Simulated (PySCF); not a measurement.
Si(NH2)(SiH3) (H5NSi2), SMILES N[Si][SiH3] (connectivity only; charge and spin as stated), neutral, multiplicity 1. Coordinates come from a r2SCAN-D4/def2-TZVP optimisation. The values are those of a single conformer.

Level of theory: PySCF with r2SCAN-D4/def2-TZVP.

Harmonic wavenumbers (cm⁻¹): 84, 178, 352, 363, 496, 597, 627, 817, 861, 865, 931, 937, 1590, 2149, 2183, 2186, 3516, 3612. Rotational constants (GHz): 14.80, 3.772, 3.113; symmetry number 1.

### Question
Work out the zero-point energy and the ideal-gas rigid-rotor harmonic-oscillator thermochemistry at 298.15 K and 1 atm.

### Answer
ZPE = ½ Σ hcν = ½ × 22343 cm⁻¹ = 133.64 kJ/mol. H − E(el) = 151.17 kJ/mol. Entropy in J/(mol K): translation 162.63, rotation 104.72, vibration 44.81, total 312.16. G − E(el) = 58.10 kJ/mol. Cp = 87.38 J/(mol K). Modes under 150 cm⁻¹ make the vibrational entropy uncertain.
